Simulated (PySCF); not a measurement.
PySCF 2.14 output of an unrestricted MN15 calculation on a single atom or ion in jorge-DZP-DKH (8s6p2d1f, 43 functions), with the spin-free X2C one-electron Hamiltonian (Gaussian nucleus):

```
SCF conv_tol = 1e-09
number electrons alpha = 15  beta = 9
    H. S. Yu, X. He, S. L. Li, and D. G. Truhlar.,  Chem. Sci. 7, 5032-5051 (2016)
    H. S. Yu, X. He, S. L. Li, and D. G. Truhlar.,  Chem. Sci. 7, 5032-5051 (2016)
cycle= 1 E= -1051.35632523553  delta_E= -0.129  |g|= 0.303  |ddm|= 0.357
cycle= 2 E= -1051.35674155637  delta_E= -0.000416  |g|= 0.0223  |ddm|= 0.11
cycle= 3 E= -1051.35675264403  delta_E= -1.11e-05  |g|= 0.0181  |ddm|= 0.0269
cycle= 4 E= -1051.35682816998  delta_E= -7.55e-05  |g|= 0.00153  |ddm|= 0.0192
cycle= 5 E= -1051.35682965565  delta_E= -1.49e-06  |g|= 0.00043  |ddm|= 0.00724
cycle= 6 E= -1051.35682995227  delta_E= -2.97e-07  |g|= 3.38e-05  |ddm|= 0.00493
cycle= 7 E= -1051.35682995318  delta_E= -9.15e-10  |g|= 1.82e-06  |ddm|= 0.000267
converged SCF energy = -1051.35682995318  <S^2> = 12.000832  2S+1 = 7.0002376
```

The run itself started from symmetry-adapted Hartree-Fock orbitals and held the occupation by maximum overlap, on a logarithmic radial grid, so the iterations belong to that start.

Which element, charge and spin multiplicity is this?

Cr (chromium, neutral), multiplicity 7; the state was [Ar] 3d5 4s1, high-spin 7S determinant.
